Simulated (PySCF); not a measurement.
These 3 structures share the formula C4H7F3OS. Method: PySCF 2.14.0, PBE0-D3(BJ)/def2-SVP geometry optimisation, gas phase. One conformer each; no zero-point energy, no entropy. No frequencies were run at this level. Point groups hold within 0.08 Å.

Problem. Order them by energy at this level, lowest first, and give relative energies in kJ/mol.
A. `[CH3:1][S@@:2](=[O:3])[CH2:4][CH2:5][C:6]([F:7])([F:8])[F:9]` with C1–S2–C4–C5 -163°, S2–C4–C5–C6 175°
B. `[CH3:1][S:2][C@H:3]([CH3:4])[O:5][C:6]([F:7])([F:8])[F:9]` with C1–S2–C3–C4 60°, S2–C3–O5–C6 -94°
C. `[CH3:1][CH2:2][S@:3](=[O:4])[CH2:5][C:6]([F:7])([F:8])[F:9]` with C1–C2–S3–O4 -64°, C2–S3–C5–C6 -86°

Solution. B (0.0), A (128.3), C (143.0).

As drawn, the highest has an S=O bond, which the lowest lacks.

```
              SMILES      E (Eh)  E rel (kJ/mol)  dipole (D)  point group       A, B, C (MHz)
 CS[C@H](C)OC(F)(F)F  -928.40258             0.0        2.46           C1  2251, 887.0, 802.8
C[S@@](=O)CCC(F)(F)F  -928.35370           128.3        3.66           C1  3018, 616.7, 584.2
 CC[S@](=O)CC(F)(F)F  -928.34812           143.0        2.43           C1  2545, 797.8, 703.5
```
